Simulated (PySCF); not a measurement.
Cost of response and excited-state runs on SMILES C(=C=C)(C)CCCN, C7H13N

Geometry:
| atom | x (Å) | y (Å) | z (Å) |
| --- | --- | --- | --- |
| C1 | -2.680 | 2.352 | -0.177 |
| C2 | -2.084 | 1.205 | -0.090 |
| C3 | -1.481 | 0.056 | -0.018 |
| C4 | -2.082 | -1.112 | 0.715 |
| C5 | -0.134 | -0.162 | -0.662 |
| C6 | 0.984 | -0.283 | 0.377 |
| C7 | 2.355 | -0.411 | -0.282 |
| N8 | 3.363 | -0.686 | 0.731 |
| H9 | -3.361 | 2.581 | -0.983 |
| H10 | -2.527 | 3.131 | 0.553 |
| H11 | -1.475 | -1.367 | 1.583 |
| H12 | -2.122 | -1.983 | 0.062 |
| H13 | -3.088 | -0.877 | 1.053 |
| H14 | -0.165 | -1.077 | -1.260 |
| H15 | 0.087 | 0.674 | -1.329 |
| H16 | 0.825 | -1.162 | 1.002 |
| H17 | 0.974 | 0.598 | 1.025 |
| H18 | 2.562 | 0.501 | -0.868 |
| H19 | 2.351 | -1.259 | -0.974 |
| H20 | 4.278 | -0.785 | 0.304 |
| H21 | 3.412 | 0.083 | 1.392 |

PySCF with density fitting, on 1 thread of an Arm Neoverse V2, shared host. Command: `OMP_NUM_THREADS=1 python excited_run.py task.json out`

Q: How long does this run take, and how much memory?
- first hyperpolarisability, B3LYP/def2-SVPD; wavelengths [1907, 1340] nm

A: 
```
                      run            level  basis functions  wall time  peak memory (GiB)
first hyperpolarisability  B3LYP/def2-SVPD              264       45 s               0.99
```
Times from a shared host are rough.
